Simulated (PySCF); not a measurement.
Job file and geometry (Å, from PBE0-D3(BJ)/def2-SVP) of an NMR shielding run on `COC(=O)[Si@@H]1CCCO1`, C5H10O3Si, PySCF, GIAO PBE0/pcSseg-1 NMR shielding, non-relativistic, gas phase; density fitting, a coarse starting grid and PySCF grid level 2 are the driver's defaults:

```
$ OMP_NUM_THREADS=1 python probes_run.py task.json out

{"job": {"kind": "nmr", "xc": "PBE0", "basis": "pcSseg-1"}, "charge": 0, "multiplicity": 1}
C      3.679614    -0.014461    -0.840401
O      2.344369     0.285750    -1.224647
C      1.386293    -0.086195    -0.367756
O      1.615745    -0.639112     0.680602
Si    -0.412876     0.327231    -0.906667
C     -1.301433     1.115188     0.555589
C     -2.529403     0.196603     0.684100
C     -2.118126    -1.206472     0.231626
O     -1.309354    -1.087897    -0.927417
H      4.321718     0.325628    -1.660833
H      3.943735     0.507268     0.091614
H      3.805012    -1.095051    -0.678391
H     -0.438888     0.992418    -2.236828
H     -1.568863     2.175496     0.444991
H     -0.643722     1.021921     1.435986
H     -2.929851     0.176238     1.710278
H     -3.336061     0.562177     0.027029
H     -1.550528    -1.718838     1.030849
H     -2.991666    -1.830866    -0.013462
```

**Question.** What does the program print?

**Answer.** 
```
coarse grid: 16512 points
cycle   1  E = -710.8163352567  dE =  1.302e+00  |g| = 1.050e+00  |ddm| = 3.897e+00
cycle   2  E = -710.3158972070  dE =  5.004e-01  |g| = 1.933e+00  |ddm| = 2.117e+00
cycle   3  E = -711.0044907134  dE = -6.886e-01  |g| = 3.138e-01  |ddm| = 1.539e+00
cycle   4  E = -711.0210193056  dE = -1.653e-02  |g| = 1.222e-01  |ddm| = 2.594e-01
cycle   5  E = -711.0234620848  dE = -2.443e-03  |g| = 2.640e-02  |ddm| = 7.781e-02
cycle   6  E = -711.0235998574  dE = -1.378e-04  |g| = 9.484e-03  |ddm| = 2.749e-02
cycle   7  E = -711.0236187015  dE = -1.884e-05  |g| = 2.154e-03  |ddm| = 8.469e-03
cycle   8  E = -711.0236195321  dE = -8.306e-07  |g| = 6.863e-04  |ddm| = 1.955e-03
final grid: 155312 points
cycle   9  E = -711.1083247116  dE = -1.881e-05  |g| = 1.564e-02  |ddm| = 2.770e-02
cycle  10  E = -711.1082631029  dE =  6.161e-05  |g| = 2.424e-02  |ddm| = 2.287e-02
cycle  11  E = -711.1083686195  dE = -1.055e-04  |g| = 2.510e-03  |ddm| = 1.473e-02
cycle  12  E = -711.1083697855  dE = -1.166e-06  |g| = 5.045e-04  |ddm| = 1.693e-03
cycle  13  E = -711.1083698253  dE = -3.982e-08  |g| = 2.185e-04  |ddm| = 4.734e-04
cycle  14  E = -711.1083698346  dE = -9.322e-09  |g| = 3.685e-05  |ddm| = 1.662e-04
cycle  15  E = -711.1083698349  dE = -2.233e-10  |g| = 1.587e-05  |ddm| = 4.352e-05
converged SCF energy = -711.1083698349

GIAO shielding tensors (ppm)
atom      isotropic    diamagn.    paramagn.     s11        s22        s33       span
  0 C      133.802     241.819    -108.017    103.049    122.420    175.938     72.889
  1 O      112.719     401.718    -288.999   -104.318    209.161    233.314    337.632
  2 C       -4.118     261.721    -265.838   -103.006     17.949     72.704    175.710
  3 O     -165.363     404.252    -569.615   -516.450   -280.437    300.799    817.250
  4 Si     353.453     881.228    -527.775    290.685    366.982    402.693    112.007
  5 C      173.842     256.001     -82.158    158.472    172.441    190.614     32.142
  6 C      154.818     249.234     -94.415    134.413    159.053    170.989     36.576
  7 C      113.357     243.931    -130.573     75.973    105.465    158.634     82.661
  8 O      279.305     397.040    -117.734    223.477    278.332    336.107    112.629
  9 H       27.749      26.225       1.524     24.001     26.275     32.971      8.969
 10 H       27.638      27.867      -0.230     23.729     25.699     33.486      9.757
 11 H       27.460      27.519      -0.059     23.678     25.476     33.226      9.548
 12 H       26.306      29.481      -3.175     22.555     24.321     32.043      9.487
 13 H       30.347      31.029      -0.683     25.622     27.577     37.841     12.219
 14 H       30.153      33.639      -3.486     25.674     27.990     36.794     11.121
 15 H       29.345      28.853       0.492     24.841     26.742     36.452     11.611
 16 H       29.726      29.091       0.635     24.587     27.575     37.015     12.428
 17 H       27.435      30.630      -3.194     22.835     25.925     33.546     10.711
 18 H       27.136      27.612      -0.477     22.333     25.935     33.140     10.807
```

**Question.** Turn these shieldings into chemical shifts. δ = σ(ref) − σ, references computed at the same level: 13C (σref 184.41) and 29Si (σref 351.99) and 1H (σref 31.27) against TMS; 17O (σref 334.56) vs H2O.

**Answer.** Averaging equivalent atoms: C 2: 188.5; C 7: 71.1; C 0: 50.6; C 6: 29.6; C 5: 10.6; O 3: 499.9; O 1: 221.8; O 8: 55.3; Si 4: -1.5; H 12: 4.96; H 18: 4.13; H 17: 3.83; H 9/10/11: 3.65; H 15: 1.92; H 16: 1.54; H 14: 1.11; H 13: 0.92 ppm. Unscaled 17O shifts of doubly bonded oxygen tend to come out too high, by tens of ppm or more. Experimental scales use liquid or dissolved standards, which lie at an offset from isolated H2O (liquid H2O: subtract about 36 ppm).

Size and cost of the density-fitted run: 210 basis functions, 38 s wall time on 1 thread of an Arm Neoverse V1, shared host; peak memory 0.97 GiB.
